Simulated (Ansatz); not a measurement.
Ansatz (an electronic-structure program) input (CCSD(T)/aug-cc-pV(D+d)Z):
A basis named .json is the Basis Set Exchange file of that set.

Ansatz 0.2 input:
```yaml
crystal:
  periodic: [false, false, false]
  atoms:
    - {symbol: O, position_ang: [-0.00000000, -0.00000000, -1.54579592]}
    - {symbol: Si, position_ang: [0.00000000, 0.00000000, 0.00000000]}
    - {symbol: O, position_ang: [0.00000000, 0.00000000, 1.54579592]}
basis:
  gaussian:
    orbitals: aug-cc-pV_D+d_Z.json
total_charge: 1
magnetization: {spin_polarized: true, initial_magnetization: 1}
correlation: {method: ccsd_t, electrons: outside_noble_gas}
output: {forces: true}
```

End of the output:

```
mean field -11925.50365046 eV, -438.2541757577 hartree, gradient 2.7e-6 eV, S^2 1.194326; 17 other end points of the search recorded, 0 dependent functions left out
determinant -11925.50365046 eV, -438.2541757577 hartree, with singles and doubles -11937.73009218 eV, -438.7034892037 hartree
determinant -11925.47676605 eV, -438.2531877739 hartree, with singles and doubles -11937.64896972 eV, -438.7005080081 hartree
determinant -11925.46851422 eV, -438.2528845245 hartree, with singles and doubles -11937.79866109 eV, -438.7060090646 hartree
determinant -11925.46442338 eV, -438.2527341893 hartree, with singles and doubles -11937.69960167 eV, -438.7023686980 hartree
determinant -11923.96895827 eV, -438.1977768599 hartree, with singles and doubles -11936.26751458 eV, -438.6497404682 hartree
determinant -11923.43025403 eV, -438.1779798442 hartree, with singles and doubles -11933.88737885 eV, -438.5622720935 hartree
determinant -11922.96162977 eV, -438.1607582202 hartree, with singles and doubles -11936.46293816 eV, -438.6569221522 hartree
determinant -11925.50365046 eV, -438.2541757577 hartree, with singles and doubles -11937.80856777 eV, -438.7063731283 hartree
determinant -11925.47676605 eV, -438.2531877739 hartree, with singles and doubles -11937.73038820 eV, -438.7035000821 hartree
determinant -11925.46851422 eV, -438.2528845245 hartree, with singles and doubles -11937.84756100 eV, -438.7078061032 hartree
determinant -11925.46442338 eV, -438.2527341893 hartree, with singles and doubles -11937.77612535 eV, -438.7051808914 hartree
7 core orbitals not correlated
reference -11925.46851422 eV, -438.2528845245 hartree; 8, 7 occupied and 63, 64 virtual orbitals, 786 factors
densities: 0.53 GiB planned
second order -11.23110085 eV of doubles, -0.00000000 eV of singles
coupled cluster: 0.39 GiB planned
cycle   1  -12.37904421 eV  change    2.6e-6 eV  update   5.2e-6
cycle   2  -12.37904508 eV  change   -8.8e-7 eV  update   4.1e-6
cycle   3  -12.37904353 eV  change    1.6e-6 eV  update   3.0e-6
cycle   4  -12.37904250 eV  change    1.0e-6 eV  update   2.1e-6
cycle   5  -12.37904243 eV  change    6.8e-8 eV  update   1.7e-6
coupled cluster: 0.39 GiB planned
perturbative correction -0.56658085 eV, -0.0208214621 hartree
the calculation of the forces begins
Total energy: -11938.41413750 eV, -438.7286274052 hartree
Atom 0 at    -0.000000    -0.000000    -1.545796 Å, force     0.000000     0.000001    -1.754735 eV/Å
Atom 1 at     0.000000     0.000000     0.000000 Å, force    -0.000000    -0.000001     0.000307 eV/Å
Atom 2 at     0.000000     0.000000     1.545796 Å, force    -0.000000     0.000001     1.754428 eV/Å
Dipole moment:    -0.000000     0.000000    -0.000026 e Å
```

The determinant is spin-contaminated: <S^2> is 1.14 against 0.75 for a pure state.
